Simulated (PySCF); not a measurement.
Ge(H)(Me)2(OH) (C2H8GeO), SMILES [CH3][GeH]([CH3])[OH]. Heavy atoms are numbered as in [GeH:1]([CH3:2])([CH3:3])[OH:4]. Hydrogens are named by the atom that carries them.

Geometry: PBE0-D3(BJ)/def2-SVP. The structure was generated by enumeration, and PubChem lists no compound with its InChIKey, so it may never have been made. One conformer was computed; it need not be the lowest.

The numbers are results of B3LYP/pcSseg-1 in PySCF, not measurements.

GIAO shieldings, no solvent; atoms alike by connectivity are averaged. δ = σ(ref) − σ: ⁷³Ge against GeH4 (σ = 1631.8 ppm); ¹³C against TMS (σ = 181.3 ppm); ¹⁷O against H2O (σ = 333.8 ppm); ¹H against TMS (σ = 31.68 ppm), references at their B3LYP-D3(BJ)/def2-TZVP geometries, non-relativistic.

| nucleus | atoms | count | δ (ppm) |
|---|---|---|---|
| ⁷³Ge | Ge1 (GeH) | 1 | 395.8 |
| ¹³C | C2 (CH3) | 2 | 4.5 |
| ¹⁷O | O4 (OH) | 1 | 25.8 |
| ¹H | H on Ge1 | 1 | 5.26 |
| ¹H | H on C2 | 6 | 0.63 |
| ¹H | H on O4 | 1 | -0.19 |
